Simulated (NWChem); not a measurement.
The numbers come from NWChem runs, not from measurements. System: SeSn, charge 0, spin multiplicity 1, at a geometry optimised with PBE0/def2-SVP with def2 effective core potentials on Sn. The structure started from a generated list of species. Level: RHF/def2-TZVP with def2 effective core potentials on Sn.

Input file:

```
start mol
memory heap 200 mb stack 900 mb global 1100 mb
geometry units angstroms nocenter noautoz
  Sn     0.000000     0.000000     0.946317
  Se     0.000000     0.000000    -1.391642
  symmetry group C2v
end
basis spherical
  * library def2-tzvp
end
ecp
  Sn library def2-ecp
end
scf
  rhf
  nopen 0
  maxiter 100
  thresh 1e-7
  semidirect memsize 60000000 filesize 0
end
task scf energy
```

Output (cleaned and shortened):

```
             Northwest Computational Chemistry Package (NWChem) 7.3.0
             --------------------------------------------------------

                                NWChem Input Module
                                -------------------

 Scaling coordinates for geometry "geometry" by  1.889725989
 (inverse scale =  0.529177249)

 Turning off AUTOSYM since
 SYMMETRY directive was detected!

                             Geometry "geometry" -> ""
                             -------------------------

 Output coordinates in angstroms (scale by  1.889725989 to convert to a.u.)

  No.       Tag          Charge          X              Y              Z
 ---- ---------------- ---------- -------------- -------------- --------------
    1 Sn                  50.0000     0.00000000     0.00000000     0.94631700
    2 Se                  34.0000     0.00000000     0.00000000    -1.39164200

 Effective nuclear repulsion energy (a.u.)     384.7806241681

            Nuclear Dipole moment (a.u.)
            ----------------------------
        X                 Y               Z
 ---------------- ---------------- ----------------
     0.0000000000     0.0000000000     0.0000415740

      Symmetry information
      --------------------

 Group name             C2v
 Group number             16
 Group order               4
 No. of unique centers     2

      Symmetry unique atoms

     1    2


 Summary of "ao basis" -> "" (spherical)
 ------------------------------------------------------------------------------
       Tag                 Description            Shells   Functions and Types
 ---------------- ------------------------------  ------  ---------------------
 *                         def2-tzvp                  on all atoms

 Summary of "ao basis" -> "ao basis" (spherical)
 ------------------------------------------------------------------------------
       Tag                 Description            Shells   Functions and Types
 ---------------- ------------------------------  ------  ---------------------
 Sn                        def2-tzvp                16       50   6s5p3d2f
[...]
    67      0.443883  2 Se py                70      0.305911  2 Se py
    61     -0.277200  2 Se py                64      0.231249  2 Se py
    17      0.186108  1 Sn py

 Vector   28  Occ=2.000000D+00  E=-3.319636D-01  Symmetry=b1
              MO Center=  5.7D-16, -1.6D-29, -9.5D-01, r^2= 2.5D+00
   Bfn.  Coefficient  Atom+Function         Bfn.  Coefficient  Atom+Function
  ----- ------------  ---------------      ----- ------------  ---------------
    66      0.443883  2 Se px                69      0.305911  2 Se px
    60     -0.277200  2 Se px                63      0.231249  2 Se px
    16      0.186108  1 Sn px

 Vector   29  Occ=0.000000D+00  E=-1.755254D-03  Symmetry=b1
              MO Center= -1.7D-15,  3.5D-29,  7.8D-01, r^2= 5.4D+00
   Bfn.  Coefficient  Atom+Function         Bfn.  Coefficient  Atom+Function
  ----- ------------  ---------------      ----- ------------  ---------------
    19      0.613378  1 Sn px                69     -0.387633  2 Se px
    16      0.356258  1 Sn px                10     -0.265627  1 Sn px
    13      0.224162  1 Sn px                66     -0.163462  2 Se px

 Vector   30  Occ=0.000000D+00  E=-1.755254D-03  Symmetry=b2
              MO Center= -4.0D-29, -2.6D-17,  7.8D-01, r^2= 5.4D+00
   Bfn.  Coefficient  Atom+Function         Bfn.  Coefficient  Atom+Function
  ----- ------------  ---------------      ----- ------------  ---------------
    20      0.613378  1 Sn py                70     -0.387633  2 Se py
    17      0.356258  1 Sn py                11     -0.265627  1 Sn py
    14      0.224162  1 Sn py                67     -0.163462  2 Se py

 Vector   31  Occ=0.000000D+00  E= 9.240250D-02  Symmetry=a1
              MO Center=  6.7D-15, -4.9D-15,  1.3D+00, r^2= 9.1D+00
   Bfn.  Coefficient  Atom+Function         Bfn.  Coefficient  Atom+Function
  ----- ------------  ---------------      ----- ------------  ---------------
    21      1.334585  1 Sn pz                56      0.590891  2 Se s
    18     -0.367524  1 Sn pz                 6     -0.289448  1 Sn s
    71      0.245814  2 Se pz                 5     -0.194839  1 Sn s
    34      0.172701  1 Sn d  0               2     -0.150943  1 Sn s

 center of mass
 --------------
 x =   0.00000000 y =   0.00000000 z =   0.01676823

 moments of inertia (a.u.)
 ------------------
         922.784225702196           0.000000000000           0.000000000000
           0.000000000000         922.784225702196           0.000000000000
           0.000000000000           0.000000000000           0.000000000000

  Mulliken analysis of the total density
  --------------------------------------

    Atom       Charge   Shell Charges
 -----------   ------   -------------------------------------------------------
    1 Sn  22    21.44   0.29 -0.77  1.54  0.95  1.08  0.77 -0.40  6.36  0.49  0.79  0.22  8.95  1.04  0.12  0.02  0.00
    2 Se  34    34.56   2.00  2.00  1.16  0.78  0.97  0.97  6.00  5.93  0.93  2.34  1.41  8.97  1.04  0.00  0.06  0.00

       Multipole analysis of the density wrt the origin
       ------------------------------------------------

     L   x y z        total         open         nuclear
     -   - - -        -----         ----         -------
     0   0 0 0     -0.000000      0.000000     56.000000

     1   1 0 0     -0.000000      0.000000      0.000000
     1   0 1 0      0.000000      0.000000      0.000000
     1   0 0 1      1.560041      0.000000    -50.071794

     2   2 0 0    -31.632339      0.000000      0.000000
     2   1 1 0     -0.000000      0.000000      0.000000
     2   1 0 1      0.000000      0.000000      0.000000
     2   0 2 0    -31.632339      0.000000      0.000000
     2   0 1 1      0.000000      0.000000      0.000000
     2   0 0 2    -33.985054      0.000000    305.497562

 Task  times  cpu:        2.7s     wall:        2.7s

 Total times  cpu:        2.7s     wall:        2.7s
```
